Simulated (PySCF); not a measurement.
**C₆H₄O₂: full NMR table**

- Formula: C6H4O2
- SMILES: C=C1C(=O)C=CC1=O
- InChI: InChI=1S/C6H4O2/c1-4-5(7)2-3-6(4)8/h2-3H,1H2
- Point group of the computed structure: C2v
- Degrees of unsaturation: 5
- Carbon signals: 4
- Proton signals: 2

Bonds (- single, = double, # triple, : aromatic): C1=C2 1.330 Å, C2-C3 1.489 Å, C3=O4 1.205 Å, C3-C5 1.487 Å, C5=C6 1.337 Å, C6-C7 1.487 Å, C7=O8 1.205 Å, C7-C2 1.489 Å. C1 carries H9, H10; C5 carries H11; C6 carries H12.

PySCF 2.14 calculation with coordinates at the GFN2-xTB level and shielding tensors at PBE0/pcSseg-1 (GIAO); no solvent, equivalent nuclei averaged, a single conformation, non-relativistic Hamiltonian.

Scale: 1H (σref 31.72), 13C (σref 186.93) against TMS; 17O (σref 336.08) vs H2O (reference shieldings calculated alike).

| carbon | δC, type | δH (multiplicity) | HMBC from (2–3 bonds) | span of the C tensor (ppm) |
| --- | --- | --- | --- | --- |
| C1 | 135.6, CH2 | 6.82 (s) | – | 240 |
| C2 | 142.7, C | – | H11/H12, H9/H10 | 212 |
| C3/C7 | 197.2, C | – | H11/H12, H9/H10 | 173 |
| C5/C6 | 155.0, CH | 7.45 (s) | H11/H12 | 239 |

Other nuclei:
```csv
atoms,nucleus,environment,δ (ppm),σ (ppm)
O4/O8,17O,ketone oxygen,655.5,-319.4
```

1. Carbon types of the structure: 3 × C, 2 × CH, 1 × CH2, which accounts for all hydrogens.
2. δC 197.2: ketone carbonyl carbon; the double bond to the heteroatom, with no lone-pair donor beside it, deshields it most.
3. δC 155.0, 135.6: β carbon of a C=C–C=O unit; conjugation with the carbonyl draws π density from the β position.
4. δC 142.7: α carbon of a C=C–C=O unit; the olefinic region.
5. δH 7.45, 6.82: hydrogen on a β carbon of a C=C–C=O unit; olefinic region.

Shifts are as computed. Against solution values, carbons near 30 ppm lie about +3 ppm off and those near 130 ppm about +5 ppm. Of 1211 compounds with measured shifts, 218 miss one by over three times the rms of a fit or turn the order of signals round; such compounds aren't used in these exercises. Unscaled 17O shifts of doubly bonded oxygen tend to come out too high, by tens of ppm or more. Experimental scales use liquid or dissolved standards, which lie at an offset from isolated H2O (liquid H2O: subtract about 36 ppm). Multiplicities follow the n + 1 count of equivalent neighbours, as no J values were calculated; m marks all less simple cases, F and P coupling included.
